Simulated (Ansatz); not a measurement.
System: SbH (charge 0, triplet). SMILES: [SbH]
Geometry from a B3LYP-D3(BJ)/def2-TZVP (Ansatz, a program for electronic structure) optimisation:
```xyz
2

Sb     0.0000     0.0000    -0.0331
H      0.0000     0.0000     1.6894
```
Charge 0, spin multiplicity 3.

Wanted: atomisation energy, in kcal/mol. Conventions: UHF or UKS for open shells; def2 sets with scalar-relativistic core potentials past Kr; LANL2DZ with its own core potentials from Na on; STO-3G and 3-21G all-electron and non-relativistic; 6-31G* and kin with 6d, 5d where marked; atomisation electronic, to ground-state atoms; spin-orbit terms left out. Ab initio and DFT rows: single points at B3LYP-D3(BJ) geometries (Ansatz).

```tsv
level	program	atomisation energy (kcal/mol)
B3LYP/STO-3G	Ansatz	88.0
B3LYP/3-21G	Ansatz	60.2
B3LYP/LANL2DZ	Ansatz	60.1
B3LYP/def2-SVP	Ansatz	62.1
B3LYP/6-31G* with LANL2DZ past Ar	Ansatz	59.0
B3LYP/def2-TZVPD	Ansatz	63.3
```

No value to compare with is used here. The 5 habitual levels span 59.0 (B3LYP/6-31G* with LANL2DZ past Ar) to 88.0 kcal/mol (B3LYP/STO-3G); B3LYP/def2-TZVPD gives 63.3.

The sets are all those run for this method; runs whose electronic state is in doubt are left out.
